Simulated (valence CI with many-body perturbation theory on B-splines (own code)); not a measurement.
**A CI+MBPT run for Dy34+**

Computed by relativistic CI+MBPT: four valence electrons over a frozen Dirac-Fock core [Ar] 3d10, radial functions for each j: 6 s, 6 p, 5 d, 3 f, 1 g, with the one-electron correlation potential Σ1 (screened to all orders), the two-electron term Σ2, the three-electron term Σ3; selected single and double excitations, second order for the rest (own B-spline code, finite nucleus).

Command, and the settings that its task file holds:

```sh
python run_cv.py task.json out
```

```
atom Dy  Z=66  mass_number=164  rms_radius_fm=5.2218
core [Ar] 3d10
valence 4s2 4p2
avg = 1
basis = S
breit = 0
cap = 10000
capref = 1200
cscale = 1
de = 0.0
dress = 0
eps = 2e-08
h = 0.27
hh = 1
l2 = 3
lcore = 6
maxit = 60
n2 = 5
natural = 1
nlev = 20
nno = [3, 3, 3, 2, 1]
nroot = 26
nsp = [3, 3, 2, 1, 0]
pt2 = 1
qed = 0
rpa = 1
s1 = 1
s2 = 1
s3 = 1
screen = 1
tol = 2e-05
whole = 1
```

It took 35 s on 1 thread of Intel(R) Xeon(R) Processor (shared host).

Log. The first blocks belong to the next ion, which gives the ionisation energy. Fields: 2J, parity (1 odd), roots, reference size, generating configurations, candidates as configurations/state functions, variational space P, stored matrix elements, Davidson steps; e2 is the range of second-order energies in hartree. The first line gives the box (bohr), its intervals, the orbitals and the steps of their self-consistent field. Window is the range of levels sought, series limit the energy at which the first omitted orbital would enter, core excitation an estimate of the first excitation out of the core, left out the lowest levels not solved, and shifts from estimates the range by which levels moved from their first estimate, all in cm⁻¹.

```
rmax 3.3 intervals 57 orbitals 36 references ['4s2 4p2', '4s 4p3', '4s2 4p 4d', '4p4', '4s 4p2 4d'] scf 4 t 1.2
2J=1 par=1 roots 2 ref 23 generators 6 cand 1351/2024 P 626/917 nnz 0 it 0
2J=1 par=1 roots 2 ref 23 generators 10 cand 885/1322 P 831/1204 nnz 0 it 0
   second order: generators 16 cand 991/1485 e2 -0.00000 -0.00000
reference levels 428, estimated 66, window 1918324 1/cm; series limit 6130619, core excitation 9353936
2J=0 par=0 roots 3 ref 22 generators 12 cand 1549/2600 P 1687/2594 nnz 6e+05 it 3
2J=0 par=0 roots 3 ref 22 generators 17 cand 3030/5815 P 2022/3220 nnz 8.5e+05 it 4
   second order: generators 27 cand 4033/8001 e2 -0.00003 -0.00001
2J=2 par=0 roots 2 ref 35 generators 7 cand 3049/12667 P 1111/3544 nnz 1.5e+06 it 4
2J=2 par=0 roots 2 ref 35 generators 13 cand 3769/16553 P 1567/5175 nnz 2.9e+06 it 5
   second order: generators 19 cand 4453/20535 e2 -0.00003 -0.00002
2J=4 par=0 roots 3 ref 55 generators 12 cand 3306/18219 P 1143/3566 nnz 1.5e+06 it 4
2J=4 par=0 roots 3 ref 55 generators 23 cand 4697/30149 P 2078/7744 nnz 5.6e+06 it 5
   second order: generators 30 cand 4263/28520 e2 -0.00005 -0.00002
2J=4 par=1 roots 8 ref 57 generators 21 cand 4724/26934 P 1065/3579 nnz 1.5e+06 it 5
2J=4 par=1 roots 8 ref 57 generators 27 cand 5196/33553 P 2390/9998 nnz 8.9e+06 it 7
   second order: generators 48 cand 5606/39440 e2 -0.00005 -0.00001
2J=2 par=1 roots 7 ref 44 generators 19 cand 4200/18674 P 1242/3553 nnz 1.4e+06 it 5
2J=2 par=1 roots 7 ref 44 generators 26 cand 4827/23124 P 2634/8838 nnz 6.5e+06 it 10
   second order: generators 43 cand 4929/25392 e2 -0.00003 -0.00001
2J=6 par=1 roots 4 ref 53 generators 16 cand 4628/31132 P 1017/3571 nnz 1.6e+06 it 4
2J=6 par=1 roots 4 ref 53 generators 26 cand 5383/38765 P 2220/9647 nnz 8.6e+06 it 6
   second order: generators 41 cand 5446/41322 e2 -0.00005 -0.00002
2J=0 par=1 roots 2 ref 16 generators 7 cand 2944/5191 P 1146/1855 nnz 0 it 3
2J=0 par=1 roots 2 ref 16 generators 14 cand 3138/5697 P 1664/2688 nnz 6.6e+05 it 5
   second order: generators 20 cand 4285/8158 e2 -0.00002 -0.00001
2J=8 par=1 roots 1 ref 37 generators 6 cand 3127/17466 P 652/2618 nnz 1.3e+06 it 4
2J=8 par=1 roots 1 ref 37 generators 9 cand 4131/23999 P 1011/4335 nnz 2.6e+06 it 5
   second order: generators 16 cand 4745/31486 e2 -0.00004 -0.00004
left out: unestimated 2763098, estimated 2133643, shifts from estimates -12 to 6
operators 2.3
```

The Davidson iterations converged.

No measured spectrum was set against this ion. As an estimate, large intervals hold to a few tenths of a per cent, small ones and those within an open d or f shell to about a per cent.

| Property | Result |
| --- | --- |
| Valence energy | -232.6556 hartree |
| Ionisation energy | 1471.7 eV (NIST: 1468 ± 5 eV (theoretical)) |
| Reference configurations for the orbitals | 4s2 4p2, 4s 4p3, 4s2 4p 4d, 4p4, 4s 4p2 4d |
| Radial orbitals | 36 |
| Box radius | 3.275 bohr |
| Largest variational space | 9998 |
| Lowest levels | (4s^2 4p1/2^2) J=0 0, (4s^2 4p1/2 4p3/2) J=1 390270, (4s^2 4p1/2 4p3/2) J=2 419510, (4s^2 4p3/2^2) J=2 831460, (4s^2 4p3/2^2) J=0 895050, (4s 4p1/2^2 4p3/2) J=2 1007700, (4s 4p1/2^2 4p3/2) J=1 1107200, (4s 4p1/2 4p3/2^2) J=2 [a] 1364800, (4s^2 4p1/2 4d3/2) J=2 1398700, (4s 4p1/2 4p3/2^2) J=3 1422700, (4s 4p1/2 4p3/2^2) J=0 1485300, (4s 4p1/2 4p3/2^2) J=1 [a] 1496000, (4s 4p1/2 4p3/2^2) J=1 [b] 1541300, (4s 4p1/2 4p3/2^2) J=2 [b] 1544100 cm⁻¹ |

Levels are named by their leading jj configuration (3d3/2^4 stands for four electrons in 3d with j = 3/2), which in mixed levels can hold well under half, so a name can repeat and another be missing. Letters in brackets count levels of one name in rising energy.
